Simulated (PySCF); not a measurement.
A small calculation by hand: chemical shift, span and skew from a shielding tensor

BFGeH4O, SMILES O[B](F)[GeH3]. Atoms are numbered in the order given.

```xyz
8

B     -0.0081     1.0478     0.0000
F     -1.1756     1.7083     0.0000
Ge     0.0158    -1.0198     0.0000
H     -0.7168    -1.5706     1.2352
H     -0.7168    -1.5706    -1.2352
H      1.4455    -1.5781     0.0000
O      1.1401     1.7534     0.0000
H      0.9843     2.7114     0.0000
```

Coordinates come from a r2SCAN-D4/def2-SVP optimisation. The values are those of a single conformer.

GIAO shieldings from HF/pcSseg-1 (PySCF), non-relativistic, no solvent. The symmetric part of the tensor of F2 has the principal values 97.6, 315.9, 382.6 ppm. The same nucleus in CFCl3 has σ = 238.5 ppm at this level (PySCF, at its B3LYP-D3(BJ)/def2-TZVP geometry).

**Question.** Work out the isotropic shielding, the ¹⁹F shift against CFCl3, the span and the skew.

**Answer.** 
σ(iso) = (σ11 + σ22 + σ33)/3 = 265.4 ppm. δ = σ(ref) − σ(iso) = 238.5 − (265.4) = -26.9 ppm.
Span Ω = σ33 − σ11 = 285.0 ppm. Skew κ = 3(σ(iso) − σ22)/Ω = -0.53. Tumbling in solution averages the tensor to δ; in a static solid the shielding alone would spread this spin-1/2 line over Ω.
